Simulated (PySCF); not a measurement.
# Fractional electron number in Mo (molybdenum, neutral)

The 5s alpha orbital of [Kr] 4d5 5s1 is emptied in steps (occupation f), with all orbitals relaxed, ending at [Kr] 4d5. Computed with PySCF 2.14 in aug-cc-pVDZ-PP with ECP28MDF, with scalar relativity through the core potential. The exact energy is a straight line in f; departures are measured from the line between the end points of the same method.

| f | PBE0 (eV) | r2SCAN (eV) | LC-wPBE (eV) |
| --- | --- | --- | --- |
| 1 | 0.000 | 0.000 | 0.000 |
| 0.9 | -0.184 | -0.234 | 0.009 |
| 0.7 | -0.431 | -0.545 | 0.021 |
| 0.5 | -0.516 | -0.651 | 0.024 |
| 0.3 | -0.435 | -0.550 | 0.020 |
| 0.1 | -0.187 | -0.237 | 0.008 |
| 0 | 0.000 | 0.000 | 0.000 |

Q: For LC-wPBE, how does the orbital energy at f = 1 compare with the removal energy?

A: −ε = 6.976 eV against a total-energy difference of 6.873 eV. By Janak's theorem ε = ∂E/∂f, so the gap between them reflects the curvature. Along the path −ε is 6.953 (f = 0.9), 6.910 (f = 0.7), 6.869 (f = 0.5), 6.831 (f = 0.3), 6.799 (f = 0.1) eV.

```csv
method,E(f=0) − E(f=1) (eV),−ε at f=1 (eV),−ε at f=0.5 (eV)
PBE0,7.245,5.208,7.232
r2SCAN,7.563,4.963,7.549
LC-wPBE,6.873,6.976,6.869
```

Reference removal energy between the ground levels: 7.092 eV (measured; NIST Atomic Spectra Database, ionization energies).
